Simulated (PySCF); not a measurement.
Species: (F)3Hf-S-SiH3 (singlet state).
Bonds: Hf1–F2, Hf1–F3, Hf1–F4, Hf1–S5, S5–Si6. Hydrogens: H7, H8, H9 on Si6.

A GFN2-xTB structure with every atom displaced at random (by about 0.03 Å) was refined with PySCF 2.14.0, PBE0-D3(BJ)/def2-SVP geometry optimisation, gas phase, def2 core potentials past Kr. Values at the start:

| coordinate | start |
| --- | --- |
| Hf1–F2 | 1.846 Å |
| Hf1–S5 | 2.336 Å |
| S5–Si6 | 2.193 Å |
| Si6–H7 | 1.481 Å |
| Si6–H9 | 1.537 Å |
| Hf1–S5–Si6 | 86.9° |
| F2–Hf1–F3 | 110.9° |
| F2–Hf1–F4 | 101.3° |
| F2–Hf1–S5 | 110.0° |
| F3–Hf1–S5 | 120.3° |
| F2–Hf1–S5–Si6 | -63° |

**Question.** How do these coordinates change at the PBE0-D3(BJ)/def2-SVP level?

**Answer.** 
| coordinate | PBE0-D3(BJ)/def2-SVP (Å or °) | change |
| --- | --- | --- |
| Hf1–S5 | 2.452 | +0.116 |
| Hf1–F2 | 1.906 | +0.060 |
| S5–Si6 | 2.134 | -0.059 |
| Si6–H9 | 1.516 | -0.021 |
| Si6–H7 | 1.487 | +0.006 |
| F3–Hf1–S5 | 103.6 | -16.7 |
| F2–Hf1–F4 | 110.9 | +9.6 |
| F2–Hf1–F3 | 107.3 | -3.6 |
| F2–Hf1–S5 | 113.1 | +3.1 |
| Hf1–S5–Si6 | 86.3 | -0.6 |
| F2–Hf1–S5–Si6 | -64 | -1 |

The energy falls by 14.7 kcal/mol over 26 energy and gradient evaluations, the largest force component goes from 0.0665 to 4.3e-04 Eh/bohr, and the atoms move by 0.507 Å rms after alignment. The bond that changes most is Hf1–S5 (ends: hafnium bonded to 3 F and S; sulfur bonded to Hf and Si), which lengthens by 0.116 Å. Bonds longer at the end by more than 0.005 Å: 6 of 8; shorter: 2. Among the dihedrals that turn most is Hf1–S5–Si6–H7, from 158° to 116°. Rotational constants go from 2377, 1025, 932.9 to 2107, 974.3, 894.4 MHz.

The run used 125 basis functions and 182 SCF cycles in all.

Not checked by PBE0-D3(BJ)/def2-SVP frequencies.
